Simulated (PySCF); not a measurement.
# CdC: one state, many levels of theory

State: ³Σ⁻ (triplet), unpaired electrons π ↑↑. Set-up: basis Cd x2c-TZVPPall, C x2c-TZVPPall; spin-free X2C with a Gaussian nucleus; PySCF 2.14. De refers to Cd + C in their high-spin ground configurations, without counterpoise correction. The functionals are run spin-unrestricted. A positive dipole means Cd(−)C(+). Levels whose curve was spin-contaminated or gave no clean fit are not listed.

| Level | Re (Å) | ωe (cm⁻¹) | De (eV) | μ (D) |
| --- | --- | --- | --- | --- |
| ROHF-MP2 | 2.122 | 410 | 0.74 | n/a |
| ROHF-SCS-MP2 | 2.165 | 369 | 0.55 | n/a |
| ROHF-CCSD | 2.205 | 370 | 0.57 | n/a |
| ROHF-CCSD(T) | 2.168 | 413 | 0.77 | n/a |
| LDA | 2.091 | 467 | 1.68 | -2.95 |
| PBE | 2.160 | 414 | 1.27 | -3.11 |
| revPBE | 2.183 | 396 | 1.11 | -3.15 |
| TPSS | 2.175 | 408 | 1.20 | -3.16 |

The bond length runs from 2.091 Å (LDA) to 2.205 Å (ROHF-CCSD). De spans 0.55 eV (ROHF-SCS-MP2, perturbation theory) to 1.68 eV (LDA, local density).

Correlated steps freeze 15 core orbitals. Spin–orbit coupling is left out. The state is the lowest determinant that a PBE0 search found; another state may lie lower at other levels.

The whole job (state search and all levels along the bond) took about 34 min on 2 threads of Arm Neoverse V1 (shared host), peak memory 5.5 GiB.
